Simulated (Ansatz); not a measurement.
Diatomic AlS+, multiplicity 3 (lowest of 2S+1 = 1, 3, 5 at CCSD(T)/def2-TZVPP on PBE0 minima; our sources give no spin for the ground state, which may be another).

Constants: fifth-degree fit in 1/R to seven points, most abundant isotopes. In def2 and cc sets the state is the lowest found near the PBE0 minimum, followed along R.

Frozen-core correlation. CBS(a, b) extrapolates the correlation energy as X⁻³ and adds the Hartree–Fock energy of set b.

Programs: Ansatz (Gaussian basis) for Hartree–Fock, density functionals and correlated methods. Each number belongs to the level named beside it.

Task: What bond length and harmonic frequency does r2SCAN/def2-TZVPP give?

Result: r_e = 2.172 Å, ω_e = 485 cm⁻¹.

Task: What bond length and harmonic frequency does wB97M-V/def2-TZVPP give?

Result: r_e = 2.190 Å, ω_e = 442 cm⁻¹.

Task: What bond length and harmonic frequency does CCSD(T)/CBS(aug-cc-pV(T+d)Z, aug-cc-pV(Q+d)Z) give?

Result: r_e = 2.171 Å, ω_e = 477 cm⁻¹.

Ansatz is an electronic-structure program.
